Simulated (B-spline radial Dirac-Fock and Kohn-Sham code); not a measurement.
The computed values come from a radial atomic solver: Dirac-Fock energy differences between relaxed states, corrected for Breit and QED terms. Correlation energy is missing from these numbers.

Q: An atom or ion in its tabulated ground configuration has these computed binding energies (the last is its least bound level). Which is it?

```
level  binding energy (eV)
   L1               5609.1
   L2               5313.6
   L3               5102.5
   M1               1978.2
   M2               1859.6
   M3               1812.4
 M4,5               1649.2
```

A: In²⁹⁺: Z = 49 with 20 electrons, [Ar] 3d2.

Q: An atom or ion in its tabulated ground configuration has these computed binding energies (the last is its least bound level). Which is it?

```tsv
level	binding energy (eV)
K	37506.3
L2	5691.8
M2	1206.6
M5	847.6
N1	328.5
N5	154.3
O2,3	71.65
```

A: Ba⁵⁺: Z = 56 with 51 electrons, [Kr] 4d10 5s2 5p3. The hydrogen-like estimate √(E/Ry) = 52.5 for the K level lies 3.5 below Z (screening lowers it, relativity raises it); the outermost level, at 71.65 eV, fixes the charge.
